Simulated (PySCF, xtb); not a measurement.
BH, SMILES [BH] (connectivity only; charge and spin as stated), neutral, multiplicity 1.

xtb with GFN2-xTB at its own geometry gives an orbital gap of 1.47 eV and a dipole moment of 1.63 D.

Geometry: r2SCAN-D4/def2-TZVPD.

What does PBE0/def2-TZVPD run with PySCF give? (An estimate is asked for; the answer gives what the named calculation found.)

gap 4.33 eV (levels -6.68 and -2.35 eV), dipole 1.56 D.
